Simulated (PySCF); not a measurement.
Magnetisability: SMILES C=C/C(C)=N/N=C\C, C₆H₁₀N₂

Geometry (Å), atoms numbered from 1 in this order:
```xyz
18

C    -2.986    0.667   -0.970
C    -1.707    0.492   -1.293
C    -0.729   -0.222   -0.498
C    -1.132   -0.869    0.800
N     0.463   -0.248   -0.957
N     1.480   -0.930   -0.574
C     2.492   -0.596    0.103
C     2.684    0.692    0.841
H    -3.413    0.275   -0.064
H    -3.654    1.215   -1.611
H    -1.316    0.904   -2.214
H    -1.465   -0.114    1.511
H    -1.949   -1.569    0.633
H    -0.288   -1.409    1.226
H     3.291   -1.324    0.146
H     1.841    1.358    0.670
H     2.779    0.500    1.910
H     3.599    1.182    0.508
```

Computed, not measured: GIAO PBE0/pcSseg-1 magnetisability, rotational g tensor and spin-rotation constants, non-relativistic, gas phase in PySCF. Geometry: GFN2-xTB.

How diamagnetic is it, and how anisotropic?

Isotropic -1107 × 10⁻³⁰ J/T², or -66.7 × 10⁻⁶ cm³/mol; principal values -1335, -1084, -903 × 10⁻³⁰ J/T², anisotropy 375 × 10⁻³⁰ J/T² (root of half the summed squared differences of the principal values). The susceptibility is in cgs units.

Split it along the inertial axes a, b, c into diamagnetic and paramagnetic parts about the centre of mass, with the quadrupole moment.


```csv
axis,χ (10⁻⁶ cm³/mol),diamagnetic (10⁻⁶ cm³/mol),paramagnetic (10⁻⁶ cm³/mol),summed x² of all electrons (Å²),quadrupole Θ (D Å)
a,-55.7,-369.9,314.2,267.8,+8.88
b,-65.1,-1300.1,1235.0,48.5,-1.71
c,-79.2,-1342.0,1262.8,38.7,-7.17
```
Anisotropies 2χaa − χbb − χcc = +33.0 and 2χbb − χaa − χcc = +4.6 × 10⁻⁶ cm³/mol. Θ is traceless in Buckingham's convention.

And the rotational g tensor?


| axis | rotational constant (GHz) | g | nuclear part | electronic part |
| --- | --- | --- | --- | --- |
| a | 4.8336 | -0.0763 | 0.6371 | -0.7135 |
| b | 1.0248 | -0.0086 | 0.5860 | -0.5946 |
| c | 0.9958 | -0.0003 | 0.5905 | -0.5907 |

Asymmetric top; isotopes 12C, 1H, 14N; no vibrational averaging.
